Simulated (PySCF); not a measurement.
Compound: [WO4]2- (charge -2 and singlet state).
SMILES: `[O]=[W-2](=[O])(=[O])=[O]`

Method used: PBE0-D3(BJ)/def2-SVP geometry optimisation, gas phase, def2 core potentials past Kr in PySCF 2.14.0.

Masses are those of the commonest isotopes; rigid-rotor values at the optimised geometry. 

Question: What are A, B and C (cm⁻¹)?

Answer: Ia = 136.88, Ib = 136.95, Ic = 136.99 u·Å²; 505379 MHz·u·Å²/I gives 3692, 3690 and 3689 MHz, that is A = 0.12316, B = 0.12309, C = 0.12306 cm⁻¹.

Question: What kind of rotor is it?

Answer: A spherical top, as the point group Td requires three equal moments; the computed ones differ by 0.08 % because the geometry is symmetric only within the optimiser's tolerance.

The point group Td allows no dipole (computed: 0.00 D (about the centre of mass, as the species is charged)), so a rigid rotor has no electric-dipole lines.

Question: Estimate the classical rotational partition function at 25 K, 100 K and 500 K.

Answer: Point group Td, symmetry number σ = 12; q = (√π/σ)·√((kT/h)³/(ABC)), k/h = 20836.6 MHz/K: 248 at 25 K, 1980 at 100 K, 22200 at 500 K.

No frequency check. Whether so highly charged an anion holds all its electrons in the gas phase wasn't checked; a finite basis holds them in any case. No counter-ion or solvent screens the charge of this multiply charged ion. The geometry's basis has no diffuse functions, a weakness for an anion. These are rigid-rotor constants of the computed structure; measured ground-state constants (B0) also hold zero-point vibration.
